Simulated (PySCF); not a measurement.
# `CN[N](C)[GeH3]`, C2H10GeN2

Molfile (atoms numbered from 1):
```
C2H10GeN2
     RDKit          3D

 15 14  0  0  0  0  0  0  0  0999 V2000
    1.7763    0.7065    0.7146 C   0  0  0  0  0  0  0  0  0  0  0  0
    1.0213   -0.2301   -0.1008 N   0  0  0  0  0  0  0  0  0  0  0  0
   -0.3731    0.0375   -0.0909 N   0  0  0  0  0  0  0  0  0  0  0  0
   -1.0873   -0.4302    1.0755 C   0  0  0  0  0  0  0  0  0  0  0  0
   -1.0271   -0.0374   -1.7935 Ge  0  0  0  0  0  4  0  0  0  0  0  0
    2.8361    0.5056    0.5662 H   0  0  0  0  0  0  0  0  0  0  0  0
    1.5497    1.7118    0.3632 H   0  0  0  0  0  0  0  0  0  0  0  0
    1.5516    0.6472    1.7866 H   0  0  0  0  0  0  0  0  0  0  0  0
    1.1985   -1.1837    0.2232 H   0  0  0  0  0  0  0  0  0  0  0  0
   -0.7370    0.0857    1.9737 H   0  0  0  0  0  0  0  0  0  0  0  0
   -2.1438   -0.2053    0.9385 H   0  0  0  0  0  0  0  0  0  0  0  0
   -0.9768   -1.5127    1.2325 H   0  0  0  0  0  0  0  0  0  0  0  0
   -2.4234    0.5006   -1.7465 H   0  0  0  0  0  0  0  0  0  0  0  0
   -0.1055    0.8260   -2.5785 H   0  0  0  0  0  0  0  0  0  0  0  0
   -1.0639   -1.4135   -2.4131 H   0  0  0  0  0  0  0  0  0  0  0  0
  1  2  1  0
  2  3  1  0
  3  4  1  0
  3  5  1  0
  1  6  1  0
  1  7  1  0
  1  8  1  0
  2  9  1  0
  4 10  1  0
  4 11  1  0
  4 12  1  0
  5 13  1  0
  5 14  1  0
  5 15  1  0
M  END
```

Method used: GIAO B97-2/pcSseg-1 magnetisability, rotational g tensor and spin-rotation constants, non-relativistic, gas phase in PySCF. Geometry: GFN2-xTB.

The calculation is non-relativistic, which matters for the atoms heavier than Zn.

Task: Give the nuclear spin-rotation constants along the inertial axes (H = +C I·J) beside the isotropic shieldings.

Result: Rotational constants 5.6289, 1.8004, 1.4692 GHz. A star marks the isotopologue with that one atom substituted, in its own axes.
```csv
atom,isotope,Caa (kHz),Cbb (kHz),Ccc (kHz),mean (kHz),σ (ppm)
N2,14N,0.480,0.126,0.092,0.233,161.0
N3,14N,0.293,0.108,0.095,0.165,192.6
H6,1H,-0.430,-0.037,-0.112,-0.193,29.3
H7,1H,-0.523,-0.177,0.026,-0.225,29.4
H8,1H,-0.268,-0.020,-0.148,-0.145,28.7
H9,1H,-0.703,-0.183,0.023,-0.287,30.3
H10,1H,0.105,-0.183,-0.108,-0.062,28.3
H11,1H,-0.158,-0.106,-0.127,-0.131,29.1
H12,1H,-0.597,-0.170,0.031,-0.245,29.6
H13,1H,-0.318,-0.072,-0.068,-0.153,27.6
H14,1H,-0.528,0.057,-0.117,-0.196,27.6
H15,1H,-0.391,-0.160,0.032,-0.173,27.3
C1,13C*,0.891,0.357,0.231,0.493,147.8
C4,13C*,1.163,0.253,0.250,0.555,146.9
Ge5,73Ge*,-1.385,-0.527,-0.438,-0.783,1452.3
```
For the geometry as given, no vibrational averaging.

Task: How do the rotational constants and the g tensor change when H6, H7, H8, H9, H10, H11, H12, H13, H14, H15 are replaced by deuterium?

Result: Constants 4.2290, 1.5243, 1.2396 GHz; g -0.0158, -0.0067, -0.0084, against -0.0210, -0.0078, -0.0098 before.
